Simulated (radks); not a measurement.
Results of a calculation; reference values are marked as such.
All-electron atom: Kr4+ in [Ar] 3d9 4s2 4p2 4d1 (not the ground configuration). Level of theory: Dirac Kohn-Sham, LDA (Slater exchange, Perdew-Wang correlation), spin-unpolarised, spherical densities, point nucleus; open shells fill j = l - 1/2 first (a radial shooting solver on a logarithmic mesh with Libxc functionals).

Normalised radial functions P(r) = r R(r) (large component), r in bohr:

r	3d3/2	3d5/2	4p3/2
0.001598	0.0000	0.0000	0.0005
0.002384	0.0000	0.0000	0.0012
0.003556	0.0001	0.0000	0.0025
0.005348	0.0002	0.0001	0.0054
0.007978	0.0005	0.0004	0.0115
0.0119	0.0014	0.0012	0.0236
0.01775	0.0042	0.0038	0.0470
0.0267	0.0124	0.0117	0.0897
0.03983	0.0349	0.0333	0.1560
0.05942	0.0921	0.0891	0.2391
0.08936	0.2264	0.2211	0.2974
0.1333	0.4822	0.4740	0.2369
0.1989	0.8671	0.8571	-0.0191
0.2967	1.2481	1.2399	-0.3678
0.4461	1.3529	1.3509	-0.4426
0.6656	1.0372	1.0414	0.0219
0.9929	0.5220	0.5278	0.6928
1.493	0.1447	0.1477	0.9024
2.228	0.0180	0.0186	0.5141
3.323	0.0007	0.0007	0.1204
4.957	0.0000	0.0000	0.0084

3d3/2: eigenvalue -156.41 eV, 0 radial nodes, <r> = 0.535 bohr, 90 % of the charge inside 0.868 bohr. 3d5/2: eigenvalue -155.03 eV, 0 radial nodes, <r> = 0.538 bohr, 90 % of the charge inside 0.874 bohr. 4p3/2 (empty): eigenvalue -61.047 eV, 2 radial nodes at r = 0.194, 0.657 bohr, <r> = 1.54 bohr, 90 % of the charge inside 2.25 bohr.
